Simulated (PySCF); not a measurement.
hexa-1,5-diene (C₆H₁₀), SMILES C(CCC=C)=C. Atoms are numbered in the order given.

```xyz
16

C      2.6005    -0.5982     0.2407
C      1.2772    -0.6040     0.0591
C      0.5201     0.3975    -0.7688
C     -0.5471     1.1721     0.0206
C     -1.7746     0.4065     0.4388
C     -2.1263    -0.8286     0.0701
H      3.2395     0.1574    -0.2294
H      3.0972    -1.3484     0.8624
H      0.6779    -1.3755     0.5565
H      1.2329     1.1152    -1.2060
H      0.0345    -0.1122    -1.6212
H     -0.8809     2.0390    -0.5806
H     -0.0814     1.6139     0.9205
H     -2.4491     0.9580     1.1066
H     -3.0590    -1.2774     0.4218
H     -1.5103    -1.4419    -0.5933
```

Geometry: B3LYP-D3(BJ)/def2-SVP. Other conformers were not sampled.

Level of theory: TDDFT-PBE0/def2-SVPD run with PySCF 2.14.0.

Vertical excitations. The molecule is in vacuum.

Question: Estimate the UV-visible absorptions. (The exact figures need the calculation; the answer reports its results.)

Answer: 
```json
[
 {"state": "S1", "energy (eV)": "6.62", "λ (nm)": "187", "f": "0.009", "main pairs": "HOMO→LUMO 53 %, HOMO−1→LUMO+1 20 %, HOMO−1→LUMO 18 %"},
 {"state": "S2", "energy (eV)": "6.69", "λ (nm)": "185", "f": "0.005", "main pairs": "HOMO→LUMO+1 37 %, HOMO−1→LUMO 37 %, HOMO→LUMO 18 %, HOMO−1→LUMO+1 6 %"},
 {"state": "S3", "energy (eV)": "7.11", "λ (nm)": "174", "f": "0.024", "main pairs": "HOMO→LUMO+2 84 %"},
 {"state": "S4", "energy (eV)": "7.20", "λ (nm)": "172", "f": "0.191", "main pairs": "HOMO−1→LUMO+2 51 %, HOMO→LUMO+1 23 %, HOMO−1→LUMO 15 %"},
 {"state": "S5", "energy (eV)": "7.31", "λ (nm)": "170", "f": "0.272", "main pairs": "HOMO→LUMO+1 25 %, HOMO−1→LUMO+2 22 %, HOMO−1→LUMO 21 %, HOMO−1→LUMO+1 14 %"},
 {"state": "S6", "energy (eV)": "7.40", "λ (nm)": "168", "f": "0.227", "main pairs": "HOMO−1→LUMO+1 50 %, HOMO→LUMO 19 %"},
 {"state": "S7", "energy (eV)": "7.60", "λ (nm)": "163", "f": "0.012", "main pairs": "HOMO→LUMO+3 70 %, HOMO−1→LUMO+3 16 %"},
 {"state": "S8", "energy (eV)": "7.73", "λ (nm)": "160", "f": "0.002", "main pairs": "HOMO−1→LUMO+3 43 %, HOMO→LUMO+4 27 %, HOMO→LUMO+3 11 %, HOMO→LUMO+5 7 %"},
 {"state": "S9", "energy (eV)": "7.87", "λ (nm)": "158", "f": "0.054", "main pairs": "HOMO→LUMO+4 42 %, HOMO−1→LUMO+3 18 %, HOMO−1→LUMO+2 15 %, HOMO−1→LUMO+5 6 %"},
 {"state": "S10", "energy (eV)": "7.90", "λ (nm)": "157", "f": "0.014", "main pairs": "HOMO−1→LUMO+4 40 %, HOMO−2→LUMO 19 %, HOMO→LUMO+5 13 %"},
 {"state": "T1", "energy (eV)": "4.30", "λ (nm)": "288", "f": "0", "main pairs": "HOMO→LUMO 35 %, HOMO−1→LUMO+1 22 %, HOMO→LUMO+1 18 %, HOMO−1→LUMO 17 %"},
 {"state": "T2", "energy (eV)": "4.32", "λ (nm)": "287", "f": "0", "main pairs": "HOMO→LUMO+1 31 %, HOMO−1→LUMO 27 %, HOMO−1→LUMO+1 21 %, HOMO→LUMO 15 %"},
 {"state": "T3", "energy (eV)": "6.56", "λ (nm)": "189", "f": "0", "main pairs": "HOMO−1→LUMO 28 %, HOMO−1→LUMO+1 24 %, HOMO→LUMO 24 %, HOMO→LUMO+1 17 %"},
 {"state": "T4", "energy (eV)": "6.67", "λ (nm)": "186", "f": "0", "main pairs": "HOMO→LUMO+1 29 %, HOMO−1→LUMO+1 25 %, HOMO−1→LUMO 22 %, HOMO→LUMO 21 %"}
]
```
Triplets are in the Tamm–Dancoff approximation, which puts them higher than full response would, so one can lie above its singlet here.
